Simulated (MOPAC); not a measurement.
MOPAC input (PM6):

```
PM6 FORCE THERMO(298,298) PRECISE LET CHARGE=1 GEO-OK AUX(PRECISION=9) THREADS=1
H6BO2Si

O     0.49480097 1    1.26214070 1   -1.08519098 1
B     0.25475314 1    0.29061694 1   -0.28503524 1
O     1.69977698 1   -0.37334541 1   -0.14004681 1
Si   -1.43215678 1   -0.54786345 1    0.77506695 1
H     0.67350489 1    1.92855918 1   -1.63755993 1
H     2.49948730 1   -0.04414807 1   -0.59057807 1
H     1.89176122 1   -1.15200216 1    0.40526336 1
H    -2.34227778 1   -0.90238472 1   -0.33362060 1
H    -0.86482452 1   -1.69695242 1    1.50888674 1
H    -1.85398093 1    0.58734154 1    1.62164964 1
```

Output:

```
 *******************************************************************************
 **                                                                           **
 **                              MOPAC v23.2.5                                **
 **                                                                           **
 *******************************************************************************
 ** MOPAC's Digital Object Identifier: https://doi.org/10.5281/zenodo.6511958 **
 **                                                                           **
 ** Please cite the open-source release paper for use of this MOPAC version:  **
 ** J. E. Moussa and J. J. P. Stewart (2026)                                  **
 ** MOPAC: An open-source semiempirical molecular orbital program             **
 ** J. Open Source Softw., 11(119), 8025, https://doi.org/10.21105/joss.08025 **
 *******************************************************************************

                              PM6 CALCULATION RESULTS

 *******************************************************************************
 *  PM6        - The PM6 Hamiltonian to be used
 *  GEO-OK     - OVERRIDE INTERATOMIC DISTANCE AND OTHER SAFETY CHECKS
 *
 *
 *
 *                 CHARGE ON SYSTEM = +1
 *
 *
 *
 *  LET        - OVERRIDE SOME SAFETY CHECKS
 *  PRECISE    - TIGHTER CRITERIA TO BE USED
 *  FORCE      - FORCE CALCULATION SPECIFIED
 *  AUX        - OUTPUT AUXILIARY INFORMATION
 *  THERMO     - THERMODYNAMIC QUANTITIES TO BE CALCULATED
 *******************************************************************************
PM6 FORCE THERMO(298,298) PRECISE LET CHARGE=1 GEO-OK AUX(PRECISION=9) THREADS=1
 H6BO2Si

   ATOM   CHEMICAL          X               Y               Z
  NUMBER   SYMBOL      (ANGSTROMS)     (ANGSTROMS)     (ANGSTROMS)

     1       O          0.49480097  *   1.26214070  *  -1.08519098  *
     2       B          0.25475314  *   0.29061694  *  -0.28503524  *
     3       O          1.69977698  *  -0.37334541  *  -0.14004681  *
     4      Si         -1.43215678  *  -0.54786345  *   0.77506695  *
     5       H          0.67350489  *   1.92855918  *  -1.63755993  *
     6       H          2.49948730  *  -0.04414807  *  -0.59057807  *
     7       H          1.89176122  *  -1.15200216  *   0.40526336  *
     8       H         -2.34227778  *  -0.90238472  *  -0.33362060  *
     9       H         -0.86482452  *  -1.69695242  *   1.50888674  *
    10       H         -1.85398093  *   0.58734154  *   1.62164964  *

          CARTESIAN COORDINATES

    NO.       ATOM           X           Y           Z

     1         O          0.4948      1.2621     -1.0852
     2         B          0.2548      0.2906     -0.2850
     3         O          1.6998     -0.3733     -0.1400
     4        Si         -1.4322     -0.5479      0.7751
     5         H          0.6735      1.9286     -1.6376
     6         H          2.4995     -0.0441     -0.5906
     7         H          1.8918     -1.1520      0.4053
     8         H         -2.3423     -0.9024     -0.3336
[...]

 VIBRATION         20    8A"          ATOM PAIR      ENERGY CONTRIBUTION    RADIAL
 FREQUENCY          2106.92         Si 4 -- H  8         +49.7% ( 70.8%)     98.4%
 TRANSITION DIPOLE   0.0986         Si 4 -- H 10         +49.7% ( 70.8%)     98.4%
 TRAVEL (Ang.)       0.2478         B  2 -- Si 4          +0.3% (  5.3%)      0.0%
 REDUCED MASS        0.5211         Si 4 -- H  9          +0.3% (  5.2%)      0.0%
 EFFECTIVE MASS      1.4724
 FORCE CONSTANT      1.3630

 VIBRATION         21   13A'          ATOM PAIR      ENERGY CONTRIBUTION    RADIAL
 FREQUENCY          2111.07         Si 4 -- H  9         +75.0% ( 87.0%)     99.9%
 TRANSITION DIPOLE   0.0466         Si 4 -- H 10         +12.4% ( 35.3%)     85.3%
 TRAVEL (Ang.)       0.2282         Si 4 -- H  8         +12.4% ( 35.3%)     85.3%
 REDUCED MASS        0.6136         B  2 -- Si 4          +0.3% (  5.3%)      0.4%
 EFFECTIVE MASS      1.4637
 FORCE CONSTANT      1.6111

 VIBRATION         22   14A'          ATOM PAIR      ENERGY CONTRIBUTION    RADIAL
 FREQUENCY          2254.40         O  1 -- H  5         +98.8% ( 99.8%)    100.0%
 TRANSITION DIPOLE   1.9630         O  1 -- B  2          +0.8% (  9.2%)     99.9%
 TRAVEL (Ang.)       0.1781         O  3 -- H  6          +0.3% (  5.2%)     90.1%
 REDUCED MASS        0.9429
 EFFECTIVE MASS      1.3898
 FORCE CONSTANT      2.8234

 VIBRATION         23   15A'          ATOM PAIR      ENERGY CONTRIBUTION    RADIAL
 FREQUENCY          2364.42         O  3 -- H  7         +52.7% ( 74.5%)     98.4%
 TRANSITION DIPOLE   1.7389         O  3 -- H  6         +46.6% ( 70.1%)     98.0%
 TRAVEL (Ang.)       0.2350         B  2 -- O  3          +0.6% (  8.2%)      0.3%
 REDUCED MASS        0.5165
 EFFECTIVE MASS      1.4972
 FORCE CONSTANT      1.7013

 VIBRATION         24   16A'          ATOM PAIR      ENERGY CONTRIBUTION    RADIAL
 FREQUENCY          2449.22         O  3 -- H  6         +53.1% ( 69.9%)     99.9%
 TRANSITION DIPOLE   0.8218         O  3 -- H  7         +46.7% ( 65.6%)     99.8%
 TRAVEL (Ang.)       0.2364         O  1 -- H  5          +0.1% (  3.4%)     99.7%
 REDUCED MASS        0.4928         B  2 -- O  3          +0.1% (  3.0%)     99.2%
 EFFECTIVE MASS      1.1015
 FORCE CONSTANT      1.7417

      SYMMETRY NUMBER FOR POINT-GROUP Cs  =  1

          SYSTEM IS A GROUND STATE

 H6BO2Si

          MOLECULE IS NOT LINEAR

          THERE ARE 24 GENUINE VIBRATIONS IN THIS SYSTEM
          THIS THERMODYNAMICS CALCULATION IS LIMITED TO
          MOLECULES WHICH HAVE NO INTERNAL ROTATIONS

                    CALCULATED THERMODYNAMIC PROPERTIES
                                          *
   TEMP. (K)   PARTITION FUNCTION   H.O.F.    ENTHALPY  HEAT CAPACITY ENTROPY
                                   KCAL/MOL   CAL/MOLE    CAL/K/MOL  CAL/K/MOL

 298.00  VIB.     0.3807D+03                  3321.7516    21.1129    22.9548
         ROT.     0.1082D+06                   888.2803     2.9808    26.0160
         INT.     0.4119D+08                  4210.0319    24.0937    48.9709
         TRA.     0.6525D+27                  1480.4672     4.9680    38.9344
         TOT.                       56.009    5690.4990    29.0617    87.9053

   *: NOTE: HEATS OF FORMATION ARE RELATIVE TO THE
            ELEMENTS IN THEIR STANDARD STATE AT 298K
              (=  Standard Enthalpy of Formation).

            Hvib:  Zero-point energy is not included.
                   frequencies of less than zero cm-1 are not included.
            Hrot = (3/2)RT
            Htra = (3/2)RT + pV = (5/2)RT

            Heat capacity is Cp, not Cv

          For more information, see: HTTP://OpenMOPAC.net/Manual/thermochemistry.html

           FORCE CONSTANT IN CARTESIAN COORDINATES (Millidynes/A)

    ATOM   CHEMICAL       X               Y               Z
   NUMBER   SYMBOL  FORCE CONSTANT  FORCE CONSTANT  FORCE CONSTANT

      1       O       10.715576        0.571483        0.483188
      2       B        9.329302        2.189423        0.727218
      3       O        5.075683        4.320064        0.079607
      4      Si        3.293427        3.385177        4.317386
      5       H        2.886347        0.081365        0.167160
      6       H        2.116928        1.914462        0.053807
      7       H        2.990107        1.010932        0.013095
      8       H        0.287005        0.808949        1.879226
      9       H        1.802988        0.933885        0.286516
     10       H        0.286997        0.808966        1.879216

 **********************
 *                    *
 * JOB ENDED NORMALLY *
 *                    *
 **********************

 == MOPAC DONE ==
```

The dipole moment of an ion depends on the origin.
